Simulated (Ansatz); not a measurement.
Two isomers of C2H9AlSi: A = `C[SiH2][CH2][AlH2]`, B = `[CH3][AlH][SiH2]C`.

Isolated molecules relaxed with PBE0-D4/def2-TZVP in Ansatz; ΔE leaves out vibrations. CCSD(T)/CBS is the MP2 limit (def2-TZVPP, def2-QZVPP) plus CCSD(T) − MP2 in def2-TZVPP, frozen cores. DFT in def2-TZVPP. B3LYP here is the variant with VWN-RPA as its local correlation; programs differ in this. One conformer a species, not always the lowest.

Task: Which is lower in electronic energy at CCSD(T)/CBS, and by how much? (Best estimate.)

Result: Computed: A, by 13.1 kJ/mol.

Task: Give E(B) − E(A) in kJ/mol with PBE0-D4, B3LYP-D4, B2PLYP, MP2/def2-TZVPP, HF/def2-TZVPP, r2SCAN-D4, B3LYP. (Estimate.)

Result: Ansatz gave: PBE0-D4 3.9, B3LYP-D4 10.3, B2PLYP 11.0, MP2/def2-TZVPP 20.1, HF/def2-TZVPP 15.6, r2SCAN-D4 9.1, B3LYP 5.1. None reverses the order clearly.

Largest T1 diagnostic: 0.011.

From PBE to PBE0 (25 % exact exchange), in def2-TZVPP and without D4, E(B) − E(A) moves by +5.0 kJ/mol. The D4 term adds +5.2 kJ/mol with B3LYP and +2.6 kJ/mol with PBE0; it sums over pairs of atoms, weighted by their polarisabilities, and B3LYP, whose exchange is more repulsive, gets the larger term.
